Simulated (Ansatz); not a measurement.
Basis sets compared for Si(SH)Cl3 (SiHSCl₃). The state is a singlet with charge 0. Geometry PBE0-D4/def2-SVP. Ansatz on 4 threads of AMD EPYC 9R45 on a shared host; times are rough, and most runs start from earlier orbitals.

```
atom    x (Å)    y (Å)    z (Å)
 Si1   0.1256  -0.0033  -0.4024
  S2  -1.1627  -0.7054   1.1191
  H3  -0.5926   0.0656   2.0732
 Cl4  -0.4197  -0.9835  -2.1066
 Cl5   2.0932  -0.3893   0.0090
 Cl6  -0.0438   2.0158  -0.6925
```

Binding counts from free atoms (Si triplet, S triplet, H doublet, Cl doublet) in the same basis, without a counterpoise term.

```json
{"level": "PBE-D4/def2-SVP", "functions": "95", "energy (Eh)": "-2067.5428", "HOMO (eV)": "-6.78", "LUMO (eV)": "-1.30", "binding per atom (eV)": "3.30", "wall time": "0.3 s"}
{"level": "PBE0-D4/def2-SVP", "functions": "95", "energy (Eh)": "-2067.7199", "HOMO (eV)": "-8.15", "LUMO (eV)": "-0.36", "binding per atom (eV)": "3.24", "wall time": "0.4 s"}
```

(1) Estimate the rows for PBE-D4/def2-TZVP, PBE0-D4/def2-TZVP (with forces).

Results:

(1) 
```
                          level  functions  energy (Eh)  HOMO (eV)  LUMO (eV)  binding per atom (eV)  wall time
               PBE-D4/def2-TZVP        191   -2068.2733      -6.93      -1.69                   3.34      0.6 s
PBE0-D4/def2-TZVP (with forces)        191   -2068.4431      -8.22      -0.72                   3.30      1.4 s
```
